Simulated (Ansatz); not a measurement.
Reaction (redistribution): `C#[C][Ti]([Cl])([Cl])[Cl]` + `C=C[O][InH2]` → `C=C[O][Ti]([Cl])([Cl])[Cl]` + `C#[C][InH2]`

Gas-phase electronic energies from Ansatz, PBE0-D4/def2-TZVP geometries. CBS: MP2 limit from def2 TZ/QZ plus the TZ coupled-cluster correction, frozen cores. Elements past krypton have def2 core potentials. For In, Ti outer-core shells are correlated without core-valence functions, which leaves a few kJ/mol of doubt a bond. Scalar relativity is left out up to krypton. One conformer a species, not always the lowest.

`C#[C][Ti]([Cl])([Cl])[Cl]`:

Cartesian coordinates in Å:
```
C 1.840 -1.051 0.206
C 0.790 -0.451 0.088
Ti -0.930 0.532 -0.104
Cl -1.932 0.459 1.812
Cl -2.078 -0.473 -1.639
Cl -0.452 2.564 -0.673
H 2.762 -1.579 0.310
```

`C=C[O][InH2]`:

Cartesian coordinates in Å:
```
C -1.053 0.704 0.854
C -1.123 0.005 -0.279
O -0.237 -0.876 -0.740
In 1.758 -0.674 -0.542
H -0.220 0.604 1.544
H -1.848 1.387 1.122
H -1.996 0.114 -0.926
H 2.482 -2.181 -0.861
H 2.238 0.917 -0.172
```

`C=C[O][Ti]([Cl])([Cl])[Cl]`:

```xyz
10

C    -0.444   -0.206   -2.057
C    -0.857   -0.516   -0.837
O    -0.204   -0.140    0.274
Ti    0.684    0.374    1.679
Cl    2.707   -0.428    1.545
Cl    0.744    2.554    1.695
Cl   -0.318   -0.376    3.468
H    -1.014   -0.540   -2.912
H     0.454    0.376   -2.220
H    -1.752   -1.098   -0.635
```

`C#[C][InH2]`:

```xyz
6

C    -1.876    0.442    0.195
C    -0.704    0.166    0.074
In    1.327   -0.313   -0.138
H    -2.909    0.685    0.303
H     1.933   -0.444   -1.735
H     2.228   -0.537    1.301
```

| species | MP2/CBS(def2) energy (Eh) |
| --- | --- |
| `C#[C][Ti]([Cl])([Cl])[Cl]` | -2304.98053 |
| `C=C[O][InH2]` | -344.00652 |
| `C=C[O][Ti]([Cl])([Cl])[Cl]` | -2381.43572 |
| `C#[C][InH2]` | -267.58842 |

**Question.** Work out ΔE.

**Answer.** ΔE = (-2381.43572) + (-267.58842) − (-2304.98053) − (-344.00652) = -0.03709 Eh = -1.01 eV. CCSD(T)/CBS gives -1.03 eV.

Largest T1 diagnostic among the species: 0.024, so the coupled-cluster value is less sure than usual.

In def2-TZVPP, CCSD(T) changes the Hartree–Fock value by +0.09 eV (the triples alone add +0.02 eV) and MP2 by +0.11 eV. From PBE to PBE0 (25 % exact exchange), in def2-TZVPP and without D4, ΔE moves by −0.08 eV.
